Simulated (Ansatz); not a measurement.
Stepwise reaction of `BrB(Br)Br` with water, as a gas-phase model of exchange steps in deposition or etching. ΔE in kJ/mol.

Computed with Ansatz on PBE0-D4/def2-TZVP structures; ΔE is electronic, products minus reactants. CCSD(T)/CBS adds triple-zeta CCSD(T) − MP2 to the extrapolated MP2 energy (def2 sets, frozen cores). This one scheme is used for every species. Functionals use def2-TZVPP. B3LYP here is the variant with VWN-RPA as its local correlation; programs differ in this. For Br outer-core shells are correlated without core-valence functions, which leaves a few kJ/mol of doubt a bond. Scalar relativity is left out up to krypton. Each species was taken in one conformer, which may not be the lowest.

```tsv
step	reaction	PBE-D4	B3LYP-D4	ωB97M-V	CCSD(T)/CBS
1	`BrB(Br)Br` + H₂O → `OB(Br)Br` + HBr	-60.3	-69.9	-71.4	-59.0
3	`OB(O)Br` + H₂O → `OB(O)O` + HBr	-43.8	-53.0	-51.6	-46.1
```

**Question.** Give the row of step 2, `OB(Br)Br` + H₂O → `OB(O)Br` + HBr. (Estimate.)

**Answer.** Ansatz gave: 
```tsv
step	reaction	PBE-D4	B3LYP-D4	ωB97M-V	CCSD(T)/CBS
2	`OB(Br)Br` + H₂O → `OB(O)Br` + HBr	-53.2	-62.4	-62.3	-53.0
```

**Question.** By hand: ΔE of the 3 steps together at CCSD(T)/CBS.

**Answer.** (-59.0) + (-53.0) + (-46.1) = -158.1 kJ/mol, or -52.7 kJ/mol a step.

In ΔE each step is higher than the one before. All are downhill at CCSD(T)/CBS. PBE-D4 differs from CCSD(T)/CBS by -1.3 to 2.3 kJ/mol a step. Isolated molecules leave out the surface, adducts and barriers. Largest T1 diagnostic: 0.012.
